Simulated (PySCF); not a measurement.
C4H9N (SMILES C=CCCN), singlet, at a GFN2-xTB geometry; DF-PBE/def2-SV(P) (PySCF).

The PySCF input:
```python
from pyscf import gto, scf, dft

mol = gto.M(
    atom='''
C     2.35929800    0.60871824    0.31044245
C     1.41390101   -0.11990111   -0.25222654
C     0.08461924   -0.40895804    0.36483866
C    -1.06138137    0.12079448   -0.50278012
N    -2.33611419   -0.29769912    0.05801665
H     2.23091090    1.04770142    1.28666815
H     3.30378858    0.79356900   -0.17250864
H     1.56832943   -0.54826758   -1.23442700
H    -0.04785281   -1.48857477    0.46964469
H     0.02637887    0.04008946    1.35860672
H    -0.98747111   -0.30929673   -1.50603101
H    -0.96172820    1.21633098   -0.59754932
H    -3.10267333    0.03233545   -0.51815863
H    -2.45550420    0.09608531    0.98599167
''',
    basis='def2-sv(p)',
    verbose=4,
    max_memory=1800,
)

mf = dft.RKS(mol)
mf.xc = 'pbe'
mf = mf.density_fit(auxbasis='def2-universal-jkfit')
mf.kernel()
```

Q: Predict the main parts of the log of this PySCF run.

A: 
```
PySCF version 2.14.0

[INPUT] verbose = 4
[INPUT] num. atoms = 14
[INPUT] num. electrons = 40
[INPUT] charge = 0
[INPUT] spin (= nelec alpha-beta = 2S) = 0
[INPUT] symmetry False subgroup None
[INPUT] Mole.unit = angstrom
[INPUT] Symbol           X                Y                Z      unit          X                Y                Z       unit  Magmom
[INPUT]  1 C      2.359298000000   0.608718240000   0.310442450000 AA    4.458427066234   1.150310760627   0.586651207939 Bohr   0.0
[INPUT]  2 C      1.413901010000  -0.119901110000  -0.252226540000 AA    2.671885676146  -0.226580259931  -0.476639081947 Bohr   0.0
[INPUT]  3 C      0.084619240000  -0.408958040000   0.364838660000 AA    0.159907188469  -0.772818692039   0.689445147053 Bohr   0.0
[INPUT]  4 C     -1.061381370000   0.120794480000  -0.502780120000 AA   -2.005720103016   0.228268484559  -0.950116727676 Bohr   0.0
[INPUT]  5 N     -2.336114190000  -0.297699120000   0.058016650000 AA   -4.414616014810  -0.562569804324   0.109635579165 Bohr   0.0
[INPUT]  6 H      2.230910900000   1.047701420000   1.286668150000 AA    4.215810609307   1.979868744118   2.431450416701 Bohr   0.0
[INPUT]  7 H      3.303788580000   0.793569000000  -0.172508640000 AA    6.243255589666   1.499628070945  -0.325994083721 Bohr   0.0
[INPUT]  8 H      1.568329430000  -0.548267580000  -1.234427000000 AA    2.963713095795  -1.036075569178  -2.332728950768 Bohr   0.0
[INPUT]  9 H     -0.047852810000  -1.488574770000   0.469644690000 AA   -0.090428705191  -2.812998631237   0.887499839956 Bohr   0.0
[INPUT] 10 H      0.026378870000   0.040089460000   1.358606720000 AA    0.049848839776   0.075758099882   2.567394611794 Bohr   0.0
[INPUT] 11 H     -0.987471110000  -0.309296730000  -1.506031010000 AA   -1.866049953820  -0.584486110924  -2.845986144002 Bohr   0.0
[INPUT] 12 H     -0.961728200000   1.216330980000  -0.597549320000 AA   -1.817402904271   2.298532429024  -1.129204560720 Bohr   0.0
[INPUT] 13 H     -3.102673330000   0.032335450000  -0.518158630000 AA   -5.863202847692   0.061105144615  -0.979177899780 Bohr   0.0
[INPUT] 14 H     -2.455504200000   0.096085310000   0.985991670000 AA   -4.640230435719   0.181574920494   1.863254217403 Bohr   0.0

nuclear repulsion = 171.706137863741
number of shells = 48
number of NR pGTOs = 156
number of NR cGTOs = 88
basis = def2-sv(p)
ecp = {}

******** <class 'pyscf.df.df_jk.DFRKS'> ********
method = DFRKS
initial guess = minao
damping factor = 0
level_shift factor = 0
DIIS = <class 'pyscf.scf.diis.CDIIS'>
diis_start_cycle = 1
diis_space = 8
diis_damp = 0
SCF conv_tol = 1e-09
SCF conv_tol_grad = None
SCF max_cycles = 50
direct_scf = False
XC library pyscf.dft.libxc version 7.1.2
    S. Lehtola, C. Steigemann, M. J. T. Oliveira, and M. A. L. Marques,  SoftwareX 7, 1–5 (2018)
XC functionals = pbe
    J. P. Perdew, K. Burke, and M. Ernzerhof,  Phys. Rev. Lett. 77, 3865 (1996)
    J. P. Perdew, K. Burke, and M. Ernzerhof,  Phys. Rev. Lett. 78, 1396 (1997)
    J. P. Perdew, K. Burke, and M. Ernzerhof,  Phys. Rev. Lett. 77, 3865 (1996)
    J. P. Perdew, K. Burke, and M. Ernzerhof,  Phys. Rev. Lett. 78, 1396 (1997)
radial grids:
    Treutler-Ahlrichs [JCP 102, 346 (1995); DOI:10.1063/1.469408] (M4) radial grids

becke partition: Becke, JCP 88, 2547 (1988); DOI:10.1063/1.454033
pruning grids: <function nwchem_prune>
grids dens level: 3
symmetrized grids: False
atomic radii adjust function: <function treutler_atomic_radii_adjust>
small_rho_cutoff = 0
Set gradient conv threshold to 3.16228e-05
Initial guess from minao.
tot grids = 158648
init E= -212.307517301065
  HOMO = -0.292023819794931  LUMO = -0.0971080145221399  gap/eV = 5.30393
cycle= 1 E= -211.998071274577  delta_E= 0.309  |g|= 0.565  |ddm|= 3.64
  HOMO = -0.080521222665229  LUMO = 0.0612646303841045  gap/eV = 3.85819
cycle= 2 E= -211.90407644044  delta_E= 0.094  |g|= 0.836  |ddm|= 1.77
  HOMO = -0.188392289439269  LUMO = -0.00846763477724677  gap/eV = 4.89600
cycle= 3 E= -212.083870353634  delta_E= -0.18  |g|= 0.0739  |ddm|= 1.11
  HOMO = -0.179060052988442  LUMO = -0.0160712811819677  gap/eV = 4.43515
cycle= 4 E= -212.084839599009  delta_E= -0.000969  |g|= 0.0358  |ddm|= 0.121
  HOMO = -0.182607101124342  LUMO = -0.0132429520976762  gap/eV = 4.60863
cycle= 5 E= -212.085125106197  delta_E= -0.000286  |g|= 0.0127  |ddm|= 0.0457
  HOMO = -0.182726797774618  LUMO = -0.0128701044430977  gap/eV = 4.62204
cycle= 6 E= -212.085161595517  delta_E= -3.65e-05  |g|= 0.0056  |ddm|= 0.0174
  HOMO = -0.182532883204952  LUMO = -0.0131288660060789  gap/eV = 4.60972
cycle= 7 E= -212.085169947094  delta_E= -8.35e-06  |g|= 0.000643  |ddm|= 0.00607
  HOMO = -0.182546172436005  LUMO = -0.0131605149167116  gap/eV = 4.60922
cycle= 8 E= -212.085170047296  delta_E= -1e-07  |g|= 0.000185  |ddm|= 0.000974
  HOMO = -0.182551459223892  LUMO = -0.0131544215283488  gap/eV = 4.60953
cycle= 9 E= -212.085170055556  delta_E= -8.26e-09  |g|= 4.09e-05  |ddm|= 0.000227
  HOMO = -0.182553484572631  LUMO = -0.0131575720560946  gap/eV = 4.60950
cycle= 10 E= -212.085170056012  delta_E= -4.56e-10  |g|= 7.56e-06  |ddm|= 7.57e-05
  HOMO = -0.182554505368203  LUMO = -0.0131580293865761  gap/eV = 4.60951
Extra cycle  E= -212.085170055998  delta_E= 1.38e-11  |g|= 1.07e-05  |ddm|= 2.07e-05
converged SCF energy = -212.085170055998
```
